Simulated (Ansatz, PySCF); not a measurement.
CH5F2NSi2, SMILES F[SiH2]/C=N/[SiH2]F. Atoms are numbered in the order given.

```xyz
11

F     -3.2712     0.7905    -0.2742
Si    -2.1365     0.0322     0.6222
C     -0.4361     0.2166    -0.1992
N      0.5223    -0.3563     0.4219
Si     2.2211    -0.4581     0.0612
F      2.6177     0.3289    -1.3143
H     -2.0990     0.6594     1.9647
H     -2.4834    -1.4062     0.7048
H     -0.2817     0.7797    -1.1469
H      2.9537     0.1693     1.1823
H      2.5561    -1.8884    -0.1097
```
Charge 0, spin multiplicity 1.

Geometry: TPSSh-D3(BJ)/def2-SVP. The structure was generated by enumeration; whether it is a known compound was not checked. The values are those of a single conformer.

Two levels are set side by side: PBE-D3(BJ)/def2-SVP (Ansatz, a first-principles code) and TPSSh-D3(BJ)/def2-SVP (PySCF). Each level has its own optimised geometry; the coordinates shown are those of the second. Frequencies come from the Hessian of PySCF at each geometry. Differences are taken from unrounded values.

```
quantity                            TPSSh-D3(BJ)  PBE-D3(BJ)  PBE-D3(BJ) minus TPSSh-D3(BJ)
----------------------------------  ------------  ----------  -----------------------------
mean bond length (Å)                       1.522       1.534                          0.012
bond F1–Si2 (Å)                            1.633       1.643                          0.010
bond Si2–C3 (Å)                            1.897       1.904                          0.007
bond C3–N4 (Å)                             1.278       1.282                          0.005
bond N4–Si5 (Å)                            1.740       1.748                          0.009
bond Si5–F6 (Å)                            1.634       1.644                          0.010
bond Si2–H7 (Å)                            1.482       1.500                          0.018
bond Si2–H8 (Å)                            1.482       1.500                          0.018
bond C3–H9 (Å)                             1.113       1.123                          0.010
bond Si5–H10 (Å)                           1.479       1.496                          0.017
bond Si5–H11 (Å)                           1.479       1.496                          0.017
highest harmonic wavenumber (cm⁻¹)          2954        2870                            -83
mean harmonic wavenumber (cm⁻¹)             1000         962                            -38
zero-point energy (kcal/mol)               38.61       37.14                          -1.47
```

Exact exchange shortens and stiffens bonds; PBE has none. Differences between two approximate levels are no errors against the true value.
